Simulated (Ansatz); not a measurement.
```yaml
crystal:
  periodic: [false, false, false]
  atoms:
    - {symbol: Si, position_ang: [-0.110414, 1.049552, 2.545868]}
    - {symbol: N, position_ang: [0.122969, -0.625016, 2.002510]}
    - {symbol: Si, position_ang: [-0.274905, -1.794955, 2.899129]}
    - {symbol: Sn, position_ang: [0.597617, -0.573014, -0.389546]}
    - {symbol: N, position_ang: [1.221931, 1.441870, -0.577070]}
    - {symbol: Si, position_ang: [0.265668, 2.362751, -1.597450]}
    - {symbol: Si, position_ang: [2.769560, 1.674434, -0.065450]}
    - {symbol: N, position_ang: [-0.887948, -1.219945, -1.227632]}
    - {symbol: Si, position_ang: [-2.456592, -0.876523, -0.413854]}
    - {symbol: Si, position_ang: [-0.575130, -1.499020, -2.901742]}
    - {symbol: H, position_ang: [-0.804671, 0.483776, 4.108483]}
    - {symbol: H, position_ang: [-1.288453, 1.932495, 1.683293]}
    - {symbol: H, position_ang: [1.075518, 1.664948, 2.868325]}
    - {symbol: H, position_ang: [0.796512, -2.177964, 3.647917]}
    - {symbol: H, position_ang: [-1.683291, -2.480134, 3.182844]}
    - {symbol: H, position_ang: [-0.175151, -3.125187, 1.786646]}
    - {symbol: H, position_ang: [1.929896, -1.750231, -0.407024]}
    - {symbol: H, position_ang: [0.091849, 1.707346, -2.784480]}
    - {symbol: H, position_ang: [1.025012, 3.449899, -1.883599]}
    - {symbol: H, position_ang: [-0.865850, 2.288755, -1.196516]}
    - {symbol: H, position_ang: [3.511506, 1.892270, -1.187497]}
    - {symbol: H, position_ang: [2.435723, 3.056096, 0.861010]}
    - {symbol: H, position_ang: [3.428863, 0.793549, 0.780511]}
    - {symbol: H, position_ang: [-2.653980, -2.053673, 0.367042]}
    - {symbol: H, position_ang: [-3.173085, -1.152056, -1.502240]}
    - {symbol: H, position_ang: [-0.894935, -2.667167, -2.915687]}
    - {symbol: H, position_ang: [-0.944935, -2.717167, -2.965687]}
    - {symbol: H, position_ang: [-1.384667, -0.546127, -4.186046]}
    - {symbol: H, position_ang: [0.802123, -1.301430, -3.237252]}
basis:
  gaussian: {orbitals: def2-SVPD}
hamiltonian: {xc: {name: B2GP-PLYP}}
output: {forces: true}
```

```sh
$ ansatz run in.yaml --threads 11 --pin off --events-out ev --progress --plain --max-ram 174080MiB --backend cuda --devices 0, --max-vram 75GiB
```

It prints (some lines left out):

```
Functional definition: B2GP-PLYP
3879 factors; integrals over basis functions are off by at most 8.1e-4 eV
mean field evaluation 1: about -57648.7383 eV, gradient 7.6e1 eV
mean field evaluation 2: about -57648.8277 eV, gradient 7.6e1 eV
mean field evaluation 4: about -57661.5749 eV, gradient 1.0e1 eV
mean field evaluation 8: about -57661.8912 eV, gradient 1.1e0 eV
mean field evaluation 16: about -57661.8958 eV, gradient 3.6e-3 eV
mean field -57661.89582603 eV, -2119.0355869699 hartree, gradient 5.5e-6 eV, S^2 0.000000; 0 other end points of the search recorded, 1 dependent functions left out
37 core orbitals not correlated: weight in the atoms' cores, before any rotation towards them, 1.000 or more for the frozen orbitals, at most 0.000 for the correlated occupied ones
reference -57661.89607089 eV, -2119.0355959681 hartree; 36, 36 occupied and 314, 314 virtual orbitals, 3879 factors
second order -43.46443465 eV of doubles, -0.00000000 eV of singles
Total energy: -57677.54326736 eV, -2119.6106198324 hartree
Atom 0 at    -0.110414     1.049552     2.545868 Å, force    -5.022700    -2.295926     1.008570 eV/Å
Atom 1 at     0.122969    -0.625016     2.002510 Å, force     2.081095     9.102483    -7.668014 eV/Å
Atom 2 at    -0.274905    -1.794955     2.899129 Å, force    -4.442938   -10.062786     0.258997 eV/Å
Atom 3 at     0.597617    -0.573014    -0.389546 Å, force     5.483148     1.494910     6.960183 eV/Å
Atom 4 at     1.221931     1.441870    -0.577070 Å, force    -1.999114    -4.413082     0.777245 eV/Å
Atom 5 at     0.265668     2.362751    -1.597450 Å, force     6.520209    -0.201580    -1.805397 eV/Å
Atom 6 at     2.769560     1.674434    -0.065450 Å, force    -0.352140     4.662756     3.175594 eV/Å
Atom 7 at    -0.887948    -1.219945    -1.227632 Å, force    -1.846378    -2.962519    -6.203890 eV/Å
Atom 8 at    -2.456592    -0.876523    -0.413854 Å, force     0.202217     3.069344     3.417776 eV/Å
Atom 9 at    -0.575130    -1.499020    -2.901742 Å, force    -0.156955    13.530026     0.996804 eV/Å
Atom 10 at    -0.804671     0.483776     4.108483 Å, force     0.869730     1.353477    -2.063393 eV/Å
Atom 11 at    -1.288453     1.932495     1.683293 Å, force     2.020567    -1.212235     1.352148 eV/Å
Atom 12 at     1.075518     1.664948     2.868325 Å, force     2.049551     1.485618     0.270665 eV/Å
Atom 13 at     0.796512    -2.177964     3.647917 Å, force     1.785636    -0.724510     2.611488 eV/Å
Atom 14 at    -1.683291    -2.480134     3.182844 Å, force     1.009951     1.613740     0.547255 eV/Å
Atom 15 at    -0.175151    -3.125187     1.786646 Å, force     0.266007     1.234848     0.982843 eV/Å
Atom 16 at     1.929896    -1.750231    -0.407024 Å, force    -0.411879     0.735375    -0.193189 eV/Å
Atom 17 at     0.091849     1.707346    -2.784480 Å, force    -0.078386    -1.581771    -3.099083 eV/Å
Atom 18 at     1.025012     3.449899    -1.883599 Å, force     1.173771     3.020795    -0.505298 eV/Å
Atom 19 at    -0.865850     2.288755    -1.196516 Å, force    -9.347762     0.558105     3.619292 eV/Å
Atom 20 at     3.511506     1.892270    -1.187497 Å, force     2.089535     0.679541    -2.218910 eV/Å
Atom 21 at     2.435723     3.056096     0.861010 Å, force     1.227610    -1.614322    -1.234039 eV/Å
Atom 22 at     3.428863     0.793549     0.780511 Å, force     0.631829    -1.747600     1.234445 eV/Å
Atom 23 at    -2.653980    -2.053673     0.367042 Å, force    -0.080083    -1.504845     0.740322 eV/Å
Atom 24 at    -3.173085    -1.152056    -1.502240 Å, force    -2.680013    -1.050948    -3.780466 eV/Å
Atom 25 at    -0.894935    -2.667167    -2.915687 Å, force  1090.575092  1086.078168  1091.888579 eV/Å
Atom 26 at    -0.944935    -2.717167    -2.965687 Å, force -1093.530000 -1096.101420 -1092.771684 eV/Å
Atom 27 at    -1.384667    -0.546127    -4.186046 Å, force     0.915691    -2.338589     2.135239 eV/Å
Atom 28 at     0.802123    -1.301430    -3.237252 Å, force     1.046710    -0.807052    -0.434083 eV/Å
Dipole moment:     0.709268    -0.320109    -2.351514 e Å
```

**Question.** Something in this input is off. What?

**Answer.** One atom was put on top of another. Self-consistency was reached. The result belongs to that input, not to the molecule as meant.
